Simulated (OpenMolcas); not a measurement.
Computed levels of 3s² 3p in ions with 13 electrons, in cm-1 above ²P°_1/2.

```yaml
Program: OpenMolcas 26.06
Method: MS-CASPT2, IPEA 0.25 Eh, imaginary shift 0.1 Eh
Basis: ANO-RCC-VQZP
Scalar_Hamiltonian: DKH2, point nucleus
Spin-orbit_coupling: RASSI with atomic mean-field integrals over the reference wave functions, term energies averaged over their components
```

Active space for each ion: 3 electrons in 4 orbitals (3s 3p); closed shells correlated by CASPT2: 2s 2p.

| Level | S3+ | Ar5+ |
| --- | --- | --- |
| ²P°_3/2 | 841 | 2010 |

Estimate ²P°_3/2 for Cl4+ from its neighbours S3+ and Ar5+.

²P°_3/2 is fine structure, which grows about as the fourth power of a screened charge, so the fourth roots are averaged: ((841^0.25 + 2010^0.25) / 2)^4 = 1331. The calculation gives 1337, so the estimate is off by -0.4 %.

Over all roots computed the reference weight is 0.88 to 0.99 in S3+, 0.89 to 0.99 in Cl4+, 0.90 to 0.99 in Ar5+; the roots of lowest weight are the least certain, and an intruder state may touch them. Levels of configurations outside the active space are missing.

° marks odd parity.
